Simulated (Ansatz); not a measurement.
Ansatz (a quantum-chemistry and plane-wave program) input:
A basis named .json is the Basis Set Exchange file of that set.

Ansatz 0.2 input:
```yaml
crystal:
  periodic: [false, false, false]
  atoms:
    - {symbol: C, position_ang: [-0.82887003, 0.04033910, 0.27540525]}
    - {symbol: C, position_ang: [0.65302642, -0.04629898, -0.02558086]}
    - {symbol: Cl, position_ang: [1.33388926, -1.61785535, 0.59742071]}
    - {symbol: Cl, position_ang: [1.54924575, 1.29747360, 0.81855229]}
    - {symbol: Cl, position_ang: [-1.54790087, -1.30891407, -0.83225821]}
    - {symbol: Cl, position_ang: [-1.33073551, 1.63090185, -0.60926926]}
    - {symbol: H, position_ang: [0.97858506, 0.00845681, -1.06452024]}
basis:
  gaussian:
    orbitals: aug-cc-pV_D+d_Z.json
total_charge: -1
magnetization: {spin_polarized: false}
correlation: {method: ccsd_t, electrons: outside_noble_gas}
output: {forces: true}
```

**Question.** What final total energy does it print?

**Answer.** -1915.32827 Eh (CCSD(T)/aug-cc-pV(D+d)Z). The basis has 183 functions. The run takes about 15 core-minutes (a rough figure).

It need not be the lowest isomer of its formula. Whether it binds its extra electron was not tested at this geometry.
